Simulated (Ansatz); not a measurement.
Cost and result for the atomization energy of C2H7FSi2 (`F[SiH]1CC[SiH2]1`) (12 atoms, 12 bonds).

Z-matrix (Å, degrees):
```
Si
C 1 1.889
F 1 1.609 2 111.6
Si 1 2.332 2 77.1 3 110.8
H 1 1.488 2 118.2 3 -123.2
C 2 1.555 1 98.9 3 -88.6
H 2 1.093 1 118.4 3 35.6
H 2 1.097 1 107.3 3 156.9
H 4 1.491 1 113.0 2 89.7
H 4 1.488 1 125.8 2 -132.6
H 6 1.092 2 114.2 1 -152.7
H 6 1.094 2 110.0 1 86.4
```

The species carries charge 0 and has multiplicity 1. The structure was optimised at the PBE0-D4/def2-TZVP level. Program: Ansatz. All runs use 4 threads of an AMD EPYC 7R13 on a shared host. Times are those of one run each, without the atoms' runs, and a repeat can differ threefold. Electronic energies, without spin–orbit coupling; frozen cores. CCSD(T)/CBS adds CCSD(T) − MP2 in def2-TZVPP to the MP2 limit, and its time is that of the two runs behind it. T1 = 0.012. HSE06 is the plane-wave form, built on full-range PBE exchange.

CCSD(T)/CBS is a level of theory with its own doubt, some kJ/mol a heavy atom from the limit and from the frozen cores, so smaller differences don't rank the functionals.

| level | functions | wall time | atomization (kcal/mol) | difference from CCSD(T)/CBS | per bond |
| --- | --- | --- | --- | --- | --- |
| LDA (SPW92)/def2-TZVPP | 275 | 1.2 s | 1182.5 | 133.2 | 11.1 |
| BLYP-D4/def2-TZVPP | 275 | 1.8 s | 1037.8 | -11.5 | -1.0 |
| PBE0-D4/def2-TZVPP | 275 | 3 s | 1047.6 | -1.7 | -0.1 |
| HSE06-D4/def2-TZVPP | 275 | 3.5 s | 1048.1 | -1.2 | -0.1 |
| CCSD(T)/def2-SVP | 113 | 4.4 s | 985.0 | -64.3 | -5.4 |
| r2SCANh-D4/def2-TZVPP | 275 | 4.6 s | 1046.0 | -3.3 | -0.3 |
| B2PLYP/def2-TZVPP | 275 | 5.5 s | 1034.3 | -15.0 | -1.2 |
| B97M-V/def2-TZVPP | 275 | 7 s | 1052.7 | 3.4 | 0.3 |
| ωB97X-V/def2-TZVPP | 275 | 7 s | 1054.4 | 5.1 | 0.4 |
| ωB97M-V/def2-TZVPP (with forces) | 275 | 9.5 s | 1050.4 | 1.1 | 0.1 |
| MP2/def2-QZVPP | 521 | 23 s | 1050.4 | 1.1 | 0.1 |
| CCSD(T)/def2-TZVPP | 275 | 2.2 min | 1022.6 | -26.7 | -2.2 |
| CCSD(T)/CBS(def2) | – | 2.6 min | 1049.3 | 0.0 | 0.0 |

The D4 term adds +10.8 kcal/mol with B3LYP and +5.6 kcal/mol with PBE0; it sums over pairs of atoms, weighted by their polarisabilities, and B3LYP, whose exchange is more repulsive, gets the larger term. From PBE to PBE0 (25 % exact exchange), in def2-TZVPP and without D4, the atomization energy moves by −9.5 kcal/mol: exact exchange takes away binding that semilocal exchange gives to molecules. Leaving LDA and LC-ωPBE aside and taking each functional with its dispersion term where it has one, the values, not all of them listed here, spread over 33.6 kcal/mol, from BHLYP-D4 to PBE-D4. LDA lies +131.0 kcal/mol from PBE without D4, its usual overbinding.

B3LYP here is the variant with VWN-RPA as its local correlation; programs differ in this.
